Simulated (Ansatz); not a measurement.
C4H7O (SMILES [CH]1CCOC1), doublet, geometry from GFN2-xTB; CCSD/def2-SVP in Ansatz (a program for electronic structure).

The Ansatz input:
Ansatz 0.2 input:
```yaml
crystal:
  periodic: [false, false, false]
  atoms:
    - {symbol: C, position_ang: [0.39615140, -1.17435019, -0.08488802]}
    - {symbol: C, position_ang: [1.24097810, -0.03210821, 0.32662047]}
    - {symbol: C, position_ang: [0.19419249, 1.08466725, 0.46820673]}
    - {symbol: O, position_ang: [-0.88767801, 0.72850739, -0.37076340]}
    - {symbol: C, position_ang: [-0.95889722, -0.68402581, -0.41439081]}
    - {symbol: H, position_ang: [0.71474834, -2.19101429, -0.17726762]}
    - {symbol: H, position_ang: [1.78917659, -0.20931134, 1.25589251]}
    - {symbol: H, position_ang: [1.98423700, 0.21871540, -0.44345930]}
    - {symbol: H, position_ang: [0.54855254, 2.06541774, 0.14884975]}
    - {symbol: H, position_ang: [-0.14825554, 1.15023996, 1.51220609]}
    - {symbol: H, position_ang: [-1.30758986, -0.97637199, -1.41435287]}
    - {symbol: H, position_ang: [-1.71399345, -1.05083300, 0.31094843]}
basis:
  gaussian:
    orbitals: def2-SVP
magnetization: {spin_polarized: true, initial_magnetization: 1}
correlation: {method: ccsd}
```

It wrote (shortened):

```
Functional definition: HF
1074 factors; integrals over basis functions are off by at most 1.4e-3 eV
mean field evaluation 1: about -6260.4762 eV, gradient 2.1e1 eV
mean field evaluation 2: about -6260.4842 eV, gradient 2.1e1 eV
mean field evaluation 4: about -6263.3456 eV, gradient 3.4e0 eV
mean field evaluation 8: about -6263.4294 eV, gradient 1.7e-1 eV
mean field evaluation 16: about -6263.4128 eV, gradient 8.2e-1 eV
mean field -6263.42996736 eV, -230.1768057952 hartree, gradient 1.1e-6 eV, S^2 0.763784; 0 other end points of the search recorded, 0 dependent functions left out
5 core orbitals not correlated
reference -6263.42996736 eV, -230.1768057952 hartree; 15, 14 occupied and 85, 86 virtual orbitals, 1074 factors
second order -19.20078655 eV of doubles, -0.00000000 eV of singles
cycle   1  -20.05744415 eV  change   -8.6e-1 eV  update   9.0e-2
cycle   2  -20.55715899 eV  change   -5.0e-1 eV  update   2.7e-2
cycle   3  -20.66815877 eV  change   -1.1e-1 eV  update   1.3e-2
cycle   4  -20.66970884 eV  change   -1.6e-3 eV  update   4.1e-3
cycle   5  -20.66929419 eV  change    4.1e-4 eV  update   1.8e-3
cycle   6  -20.66945847 eV  change   -1.6e-4 eV  update   6.8e-4
cycle   7  -20.66927420 eV  change    1.8e-4 eV  update   2.5e-4
cycle   8  -20.66926282 eV  change    1.1e-5 eV  update   1.1e-4
cycle   9  -20.66927951 eV  change   -1.7e-5 eV  update   5.0e-5
cycle  10  -20.66925587 eV  change    2.4e-5 eV  update   2.3e-5
Total energy: -6284.09922323 eV, -230.9363869383 hartree
```
